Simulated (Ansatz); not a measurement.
Cost against result

Saddle point of SiH$_{2}$Cl$_{4}$O, singlet (SiCl₄ ([Cl][Si]([Cl])([Cl])[Cl]) + H₂O → SiHCl₃O ([OH][Si]([Cl])([Cl])[Cl]) + HCl; bonds formed: Si1–O7, Cl2–H6; bonds broken: Si1–Cl2, H6–O7), PBE0-D4/def2-TZVP structure:

| atom | x (Å) | y (Å) | z (Å) |
| --- | --- | --- | --- |
| Si1 | -0.1708 | 0.5398 | -0.2876 |
| Cl2 | 1.4230 | -1.2052 | -1.1972 |
| Cl3 | -1.4416 | 0.0602 | -1.7911 |
| Cl4 | -1.4861 | 1.5411 | 0.9910 |
| Cl5 | 1.2274 | 1.9597 | -0.6120 |
| H6 | 0.7612 | -1.3491 | 0.3381 |
| O7 | 0.1821 | -0.6550 | 0.9552 |
| H8 | -0.4950 | -0.8915 | 1.6036 |

Barriers are electronic and count from the start structure reached by relaxing down the imaginary mode.

Computed with Ansatz 0.2.0 (basis: as named in each row); correlated methods freeze the cores. B3LYP uses VWN-RPA correlation. Extrapolation: Hartree–Fock as exp(−7.88 √X), correlation as X^−2.97.

Times are rough, for one single point on 8 threads of a shared host (INTEL XEON PLATINUM 8581C).

The estimate by CCSD(T) at an estimated basis limit (MP2 extrapolated from triple and quadruple zeta, plus CCSD(T) − MP2 in triple zeta) is 1.099 eV.

```csv
method,basis,time (s),barrier (eV),method less estimate
HF,STO-3G,under 1,0.665,-0.434
PBE-D4,STO-3G,under 1,-0.868,-1.967
SPW92,def2-SVP,under 1,0.232,-0.867
PBE-D4,def2-SVP,under 1,0.716,-0.383
B3LYP-D4,6-31G,under 1,0.445,-0.654
PBE0-D4,def2-SVP,under 1,0.856,-0.243
SPW92,def2-TZVPP,under 1,0.414,-0.685
PBE-D4,def2-TZVPP,1,0.884,-0.215
BLYP-D4,def2-TZVPP,1,1.030,-0.069
BHLYP-D4,def2-TZVPP,2,1.199,0.100
wB97M-V,def2-SVP,2,0.879,-0.220
B3LYP-D4,def2-TZVPP,2,1.088,-0.011
r2SCAN-D4,def2-TZVPP,2,0.931,-0.168
CCSD(T),def2-SVP,2,1.281,0.182
PBE0-D4,def2-TZVPP,2,0.982,-0.117
CAM-B3LYP-D4,def2-TZVPP,2,1.054,-0.045
RPA on PBE,def2-TZVPP,2,1.192,0.093
r2SCAN0-D4,def2-TZVPP,3,0.996,-0.103
B2PLYP,def2-TZVPP,3,1.120,0.021
PBE-QIDH,def2-TZVPP,3,1.046,-0.053
B97M-V,def2-TZVPP,3,1.100,0.001
wB97X-V,def2-TZVPP,4,1.084,-0.015
wB97M-V,def2-TZVPP,4,1.029,-0.070
MP2,def2-QZVPP,10,1.061,-0.038
CCSD(T),def2-TZVPP,67,1.154,0.055
```

All methods are single points on the PBE0-D4 structures; a negative value means that the method puts the saddle structure below the start.

T1 diagnostic: at most 0.010.

The step is the kind of ligand exchange by which a precursor binds to a hydroxyl group, or is hydrolysed, in atomic layer deposition of oxides.

Labels in which every atom is bracketed show which atoms are joined, not bond orders.
